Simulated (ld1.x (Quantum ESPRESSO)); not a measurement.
## u(r) = r·R(r): atom against pseudo-atom (Si)

Columns: radius, all-electron u(r) and pseudo u(r) of the 2p shell (level -110.72 eV) of silicon in the configuration [He] 2s2 2p6 3s2 3p0.5; revPBE, non-relativistic, ultrasoft scheme, ld1.x (Quantum ESPRESSO) 7.5.

```
r (bohr)  all-electron  pseudo
   0.046        0.1336  0.0234
   0.092        0.3958  0.0913
   0.138        0.6682  0.1975
   0.184        0.9016  0.3326
   0.230        1.0804  0.4845
   0.276        1.2037  0.6404
   0.322        1.2771  0.7876
   0.368        1.3089  0.9151
   0.414        1.3076  1.0145
   0.460        1.2814  1.0809
   0.506        1.2370  1.1127
   0.552        1.1801  1.1120
   0.598        1.1150  1.0837
   0.644        1.0453  1.0343
   0.690        0.9735  0.9713
   0.736        0.9017  0.9018
   0.782        0.8312  0.8313
   0.828        0.7631  0.7631
   0.874        0.6982  0.6982
   0.920        0.6369  0.6369
   0.966        0.5794  0.5794
   1.012        0.5259  0.5259
   1.058        0.4763  0.4763
   1.104        0.4306  0.4306
   1.150        0.3887  0.3887
   1.196        0.3504  0.3504
```

(1) How many radial nodes do the two functions have?

(2) At about which radius was the pseudo-wave matched?

(3) Is the pseudo-wave norm-conserving?

Answers

(1) The all-electron 2p function has n − l − 1 = 0; the pseudo-wave has 0.

(2) 0.82 bohr. The columns agree to 0.0005 from 0.74 bohr on; several derivatives are matched, so the curves merge somewhat inside the radius.

(3) No, it belongs to an ultrasoft set: the norm inside the radius is not constrained, and the difference is carried by the augmentation charge.
